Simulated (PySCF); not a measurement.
Structure with atom numbers: `[CH:1](=[C:2]1\[CH2:3][SiH2:4]1)/[CH:5]1[CH2:6][O:7][CH2:8]1` (H(Xn): hydrogen on atom n). Ha(C6), Ha(C8) are cis to C1 on the ring; Hb(C6), Hb(C8) are trans to C1 on the ring.

Computed data (PySCF 2.14.0 with density-fitted response routines): shieldings: GIAO PBE0/pcSseg-1, GFN2-xTB geometry. Non-relativistic, averaged over atoms made equivalent by symmetry, fast rotation or ring inversion, gas phase, a single conformation.

δ = σ(ref) − σ, references computed at the same level: TMS for 13C and 1H and 29Si; H2O for 17O.

```csv
atoms,nucleus,count,δ (ppm)
C5,13C,1,46.9
Si4,29Si,1,-148.2
H(C5),1H,1,3.79
H(C1),1H,1,7.47
H(C3),1H,2,1.20
C6/C8,13C,2,?
C3,13C,1,1.6
Hb(C6)/Hb(C8),1H,2,5.00
Ha(C6)/Ha(C8),1H,2,4.77
C2,13C,1,?
O7,17O,1,?
H(Si4),1H,2,3.15
C1,13C,1,?
```

Complete the table.

Answers


- C1: 149.4 ppm, alkene CH; as expected for a trigonal carbon in a double bond
- C2: 135.6 ppm, fully substituted alkene carbon; the olefinic region
- C6/C8: 78.7 ppm, sp3 CH2 bonded to O; the inductive effect lowers its shielding
- O7: 4.4 ppm, ether oxygen

Shifts are as computed. Against solution values, carbons near 30 ppm lie about +3 ppm off and those near 130 ppm about +5 ppm. Of 1309 compounds with measured shifts, 239 miss one by over three times the rms of a fit or turn the order of signals round; such compounds aren't used in these exercises. Experimental scales use liquid or dissolved standards, which lie at an offset from isolated H2O (liquid H2O: subtract about 36 ppm).
